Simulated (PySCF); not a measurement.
**TDDFT excited states: C6H7N**

Compound: C₆H₇N.
Structure used (GFN2-xTB), in Å, numbered top down from 1:
```xyz
14
C6H7N angstrom
C      2.5335    0.2966   -0.2659
C      1.2690    0.0363   -0.1782
C     -0.0029   -0.2205   -0.1072
C     -0.5657   -1.4532    0.5395
C     -1.0254    0.7528   -0.6672
C     -1.7092    1.4103    0.4183
N     -2.2353    1.9135    1.2998
H      3.0548    0.8434    0.5042
H      3.1247   -0.0233   -1.1100
H     -1.1048   -2.0513   -0.1964
H      0.2280   -2.0582    0.9693
H     -1.2648   -1.1734    1.3279
H     -0.5395    1.5119   -1.2854
H     -1.7631    0.2146   -1.2709
```

Level of theory: TDDFT B3LYP/def2-SVPD, vertical, gas phase, core orbitals frozen in the response (PySCF 2.14.0, density-fitted response routines).

```csv
state,E (eV),E (hartree),f,"main configurations (H = HOMO, L = LUMO)"
S1,5.62,0.2066,0.0016,"H→L (72%), H→L+1 (24%)"
S2,6.23,0.2290,0.0021,"H-1→L+1 (54%), H-1→L (35%)"
S3,6.50,0.2388,0.032,"H→L+2 (59%), H→L+1 (29%), H→L (10%)"
S4,6.94,0.2552,0.052,"H→L+2 (32%), H→L+1 (27%), H-1→L (11%)"
S5,7.04,0.2589,0.059,H-1→L+2 (85%)
S6,7.12,0.2616,0.015,H→L+3 (86%)
S7,7.41,0.2724,0.375,"H-1→L (30%), H-1→L+1 (22%), H→L+5 (21%)"
S8,7.53,0.2769,0.0048,"H→L+4 (73%), H-1→L+3 (10%)"
```

Triplets, Tamm–Dancoff:

| state | E (eV) | λ (nm) | main configurations (H = HOMO, L = LUMO) |
| --- | --- | --- | --- |
| T1 | 4.62 | 268.4 | H→L+1 (43%), H→L (22%), H-1→L (14%) |
| T2 | 4.88 | 254.1 | H-1→L (49%), H-1→L+1 (24%), H→L (10%) |
| T3 | 5.28 | 235.0 | H→L (59%), H→L+1 (36%) |

The lowest singlet lies at 5.62 eV (221 nm, ultraviolet) and is very weak; its leading configuration is HOMO→LUMO (72%). The strongest level in the table is S7 at 7.41 eV (167 nm, f = 0.375). Löwdin shares by element: HOMO carbon 81% or more (atoms not listed hold the other 19%); LUMO carbon 58% or more, nitrogen 10% (atoms not listed hold the other 32%). Of the 8 states listed, 5 reach f = 0.01 and none stays under 0.0005. The listed states span 1.91 eV, and the widest gap between neighbours is 0.61 eV (S1 to S2). Orbital energies (eV): HOMO-3 -9.39, HOMO-2 -9.24, HOMO-1 -7.87, HOMO -7.43, LUMO -0.42, LUMO+1 -0.21, LUMO+2 0.10. Singlets were solved by full linear response, triplets in the Tamm–Dancoff approximation.

The run took 25 s on one thread, Arm Neoverse V1 (aarch64), shared host with 32 logical CPUs at a one-minute load of 14, and the process peaked at 0.78 GiB of memory.

One conformer stands for the species.
